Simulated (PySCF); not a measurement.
CH₂ClF₃Si.

```xyz
8

Si     0.9192     0.5878     0.0000
Cl    -0.3966     2.1655     0.0000
C     -0.0969    -1.0534     0.0000
F     -0.8771    -1.1705    -1.0791
F     -0.8771    -1.1705     1.0791
F      0.7509    -2.0961     0.0000
H      1.7423     0.6058    -1.2348
H      1.7423     0.6058     1.2348
```

Geometry optimised at PBE0-D3(BJ)/def2-SVP.

The numbers are results of PBE0/pcSseg-1 in PySCF, not measurements. Non-relativistic, no solvent.

**Question.** Give the absolute GIAO shielding of each atom: isotropic value and principal components (ppm). (The exact figures need the calculation; the answer reports its results.)

**Answer.** 
```json
[
 {"atom": "Si1", "σ(iso)": "372.5", "σ11": "343.7", "σ22": "361.2", "σ33": "412.6", "span": "68.9"},
 {"atom": "Cl2", "σ(iso)": "1007.5", "σ11": "945.5", "σ22": "1021.6", "σ33": "1055.4", "span": "110.0"},
 {"atom": "C3", "σ(iso)": "52.4", "σ11": "50.9", "σ22": "53.0", "σ33": "53.3", "span": "2.4"},
 {"atom": "F4", "σ(iso)": "251.2", "σ11": "159.0", "σ22": "263.2", "σ33": "331.3", "span": "172.4"},
 {"atom": "F5", "σ(iso)": "251.2", "σ11": "159.0", "σ22": "263.2", "σ33": "331.3", "span": "172.4"},
 {"atom": "F6", "σ(iso)": "252.0", "σ11": "156.2", "σ22": "269.0", "σ33": "331.0", "span": "174.8"},
 {"atom": "H7", "σ(iso)": "26.3", "σ11": "22.6", "σ22": "24.8", "σ33": "31.5", "span": "8.9"},
 {"atom": "H8", "σ(iso)": "26.3", "σ11": "22.6", "σ22": "24.8", "σ33": "31.5", "span": "8.9"}
]
```
